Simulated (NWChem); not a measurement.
Everything below was run with NWChem. System: Cl₃In, charge 0, spin multiplicity 1, at a geometry optimised with PBE0/def2-SVP with def2 effective core potentials on In. The structure started from a generated list of species. Level: EOM-CCSD/def2-SVP with def2 effective core potentials on In, 19 core orbitals frozen.

Input file:

```
start mol
memory heap 100 mb stack 700 mb global 1900 mb
geometry units angstroms nocenter noautoz
  In     0.000000     0.000000    -0.000001
  Cl     0.000000     0.000000     2.320899
  Cl    -2.009962     0.000000    -1.160448
  Cl     2.009962     0.000000    -1.160448
  symmetry group C2v
end
basis spherical
  * library def2-svp
end
ecp
  In library def2-ecp
end
scf
  rhf
  nopen 0
  maxiter 100
  thresh 1e-7
  semidirect memsize 60000000 filesize 0
end
tce
  freeze core 19
  ccsd
  nroots 1
  2eorb
  2emet 13
  thresh 1e-5
  maxiter 200
  tilesize 24
end
task tce energy
```

Part of the output:

```
             Northwest Computational Chemistry Package (NWChem) 7.3.0
             --------------------------------------------------------

                                NWChem Input Module
                                -------------------

 Scaling coordinates for geometry "geometry" by  1.889725989
 (inverse scale =  0.529177249)

 Turning off AUTOSYM since
 SYMMETRY directive was detected!

                             Geometry "geometry" -> ""
                             -------------------------

 Output coordinates in angstroms (scale by  1.889725989 to convert to a.u.)

  No.       Tag          Charge          X              Y              Z
 ---- ---------------- ---------- -------------- -------------- --------------
    1 In                  49.0000     0.00000000     0.00000000    -0.00000100
    2 Cl                  17.0000     0.00000000     0.00000000     2.32089900
    3 Cl                  17.0000    -2.00996200     0.00000000    -1.16044800
    4 Cl                  17.0000     2.00996200     0.00000000    -1.16044800

 Effective nuclear repulsion energy (a.u.)     683.9155394392

            Nuclear Dipole moment (a.u.)
            ----------------------------
        X                 Y               Z
 ---------------- ---------------- ----------------
     0.0000000000     0.0000000000     0.0000037795

      Symmetry information
      --------------------

 Group name             C2v
 Group number             16
 Group order               4
 No. of unique centers     3

      Symmetry unique atoms

     1    2    3


 Summary of "ao basis" -> "" (spherical)
 ------------------------------------------------------------------------------
       Tag                 Description            Shells   Functions and Types
 ---------------- ------------------------------  ------  ---------------------
 *                          def2-svp                  on all atoms

 Summary of "ao basis" -> "ao basis" (spherical)
 ------------------------------------------------------------------------------
       Tag                 Description            Shells   Functions and Types
 ---------------- ------------------------------  ------  ---------------------
 In                         def2-svp                10       26   4s4p2d
 Cl                         def2-svp                 8       18   4s3p1d

                                 NWChem SCF Module
                                 -----------------

  ao basis        = "ao basis"
  functions       =    80
  atoms           =     4
  closed shells   =    36
  open shells     =     0
  charge          =   0.00
  wavefunction    = RHF
  use symmetry    = T
  symmetry adapt  = T

 Summary of "ao basis" -> "ao basis" (spherical)
 ------------------------------------------------------------------------------
       Tag                 Description            Shells   Functions and Types
 ---------------- ------------------------------  ------  ---------------------
 In                         def2-svp                10       26   4s4p2d
 Cl                         def2-svp                 8       18   4s3p1d

      Symmetry analysis of basis
      --------------------------

        a1         34
        a2          8
        b1         23
        b2         15

 Forming initial guess at       0.0s

      Superposition of Atomic Density Guess
      -------------------------------------

 Sum of atomic energies:       -1596.02085950

      Non-variational initial energy
      ------------------------------
[...]
   0.0010041961026   0.2217480960971    6.03408     0.3     0.3

 Iteration  12 using   12 trial vectors
   0.0006223442912   0.2217485949922    6.03409     0.3     0.3

 Iteration  13 using   13 trial vectors
   0.0003871316476   0.2217452419152    6.03400     0.3     0.3

 Iteration  14 using   14 trial vectors
   0.0002194070542   0.2217421032138    6.03391     0.3     0.3

 Iteration  15 using   15 trial vectors
   0.0001054269333   0.2217431390424    6.03394     0.3     0.3

 Iteration  16 using   16 trial vectors
   0.0000487417194   0.2217432934761    6.03394     0.4     0.4

 Iteration  17 using   17 trial vectors
   0.0000206723403   0.2217431194096    6.03394     0.4     0.4

 Iteration  18 using   18 trial vectors
   0.0000083877585   0.2217432149649    6.03394     0.3     0.3
 --------------------------------------------------------------
 Iterations converged
 ------------------

 Excited state root  1
 Excitation energy / hartree =        0.221743214964945
                   / eV      =        6.033942454898575
 largest EOMCCSD amplitudes: R1 and R2

 Singles contributions
    37a1  (alpha) ---    32a2  (alpha)        0.9024274556
    40b1  (alpha) ---    31b2  (alpha)       -0.1013357279

 Doubles contributions

 =========================================
 Excited-state calculation ( b1  symmetry)
 =========================================
 Dim. of EOMCC iter. space      500

 EOMCCSD SOLVER TYPE  1
  maxdiff =   0.48500479005653807

 No. of initial right vectors    1

 EOM-CCSD right-hand side iterations
 --------------------------------------------------------------
      Residuum       Omega / hartree  Omega / eV    Cpu    Wall
 --------------------------------------------------------------

 Iteration   1 using    1 trial vectors
   0.5746137051034   0.3482411546219    9.47613     0.5     0.5

 Iteration   2 using    2 trial vectors
   0.1207829826712   0.2266238722694    6.16675     0.3     0.3

 Iteration   3 using    3 trial vectors
   0.0445350739257   0.2207647022645    6.00732     0.3     0.3

 Iteration   4 using    4 trial vectors
   0.0223914067667   0.2188516151392    5.95526     0.3     0.3

 Iteration   5 using    5 trial vectors
   0.0119143536336   0.2179958830332    5.93197     0.3     0.3

 Iteration   6 using    6 trial vectors
   0.0046997209937   0.2178529991321    5.92808     0.4     0.4

 Iteration   7 using    7 trial vectors
   0.0020714650780   0.2178123928831    5.92698     0.4     0.4

 Iteration   8 using    8 trial vectors
   0.0009445779441   0.2178045498873    5.92677     0.4     0.4

 Iteration   9 using    9 trial vectors
   0.0004122381114   0.2178055255716    5.92679     0.4     0.4

 Iteration  10 using   10 trial vectors
   0.0001581825598   0.2178052560905    5.92679     0.4     0.4

 Iteration  11 using   11 trial vectors
   0.0000584195148   0.2178056135882    5.92679     0.4     0.4

 Iteration  12 using   12 trial vectors
   0.0000207643510   0.2178059486934    5.92680     0.4     0.4

 Iteration  13 using   13 trial vectors
   0.0000067977291   0.2178060286774    5.92681     0.4     0.4
 --------------------------------------------------------------
 Iterations converged
 ------------------

 Excited state root  1
 Excitation energy / hartree =        0.217806028677445
                   / eV      =        5.926806119309904
 largest EOMCCSD amplitudes: R1 and R2

 Singles contributions
    37a1  (alpha) ---    36b1  (alpha)       -0.9029223142
    39a1  (alpha) ---    34b1  (alpha)       -0.1099180086
    40b1  (alpha) ---    35a1  (alpha)        0.1099148245

 Doubles contributions

 =========================================
 Excited-state calculation ( b2  symmetry)
 =========================================
 Dim. of EOMCC iter. space      500

 EOMCCSD SOLVER TYPE  1
  maxdiff =   0.49023808839485356

 No. of initial right vectors    1

 EOM-CCSD right-hand side iterations
 --------------------------------------------------------------
      Residuum       Omega / hartree  Omega / eV    Cpu    Wall
 --------------------------------------------------------------

 Iteration   1 using    1 trial vectors
   0.5681249704285   0.3506584937741    9.54191     0.5     0.5

 Iteration   2 using    2 trial vectors
   0.1212159827367   0.2306576191471    6.27652     0.3     0.3

 Iteration   3 using    3 trial vectors
   0.0454317247105   0.2247188011342    6.11491     0.3     0.3

 Iteration   4 using    4 trial vectors
   0.0220613981176   0.2228755727353    6.06476     0.4     0.4

 Iteration   5 using    5 trial vectors
   0.0120202353365   0.2220130511074    6.04129     0.3     0.3

 Iteration   6 using    6 trial vectors
   0.0055455161807   0.2218372662715    6.03650     0.3     0.3

 Iteration   7 using    7 trial vectors
   0.0038243277192   0.2217661228844    6.03457     0.3     0.3

 Iteration   8 using    8 trial vectors
   0.0033391940449   0.2217395849562    6.03384     0.3     0.3

 Iteration   9 using    9 trial vectors
   0.0024893452639   0.2217465032259    6.03403     0.3     0.3

 Iteration  10 using   10 trial vectors
   0.0015747979504   0.2217454517964    6.03400     0.3     0.3

 Iteration  11 using   11 trial vectors
   0.0010155409696   0.2217490270623    6.03410     0.4     0.4

 Iteration  12 using   12 trial vectors
   0.0006240794482   0.2217486388174    6.03409     0.4     0.4

 Iteration  13 using   13 trial vectors
   0.0003890083151   0.2217447765695    6.03398     0.4     0.4

 Iteration  14 using   14 trial vectors
   0.0002216663843   0.2217419383030    6.03391     0.4     0.4

 Iteration  15 using   15 trial vectors
   0.0001057077161   0.2217433015837    6.03394     0.4     0.4

 Iteration  16 using   16 trial vectors
   0.0000487965942   0.2217434707710    6.03395     0.4     0.4

 Iteration  17 using   17 trial vectors
   0.0000208619568   0.2217432896095    6.03394     0.4     0.4

 Iteration  18 using   18 trial vectors
   0.0000084860172   0.2217433704277    6.03395     0.4     0.4
 --------------------------------------------------------------
 Iterations converged
 ------------------

 Excited state root  1
 Excitation energy / hartree =        0.221743370427717
                   / eV      =        6.033946685257638
 largest EOMCCSD amplitudes: R1 and R2

 Singles contributions
    37a1  (alpha) ---    33b2  (alpha)        0.9013784062
    39a1  (alpha) ---    31b2  (alpha)        0.1012185743

 Doubles contributions

 Task  times  cpu:       33.1s     wall:       33.1s

 Total times  cpu:       33.1s     wall:       33.1s
```
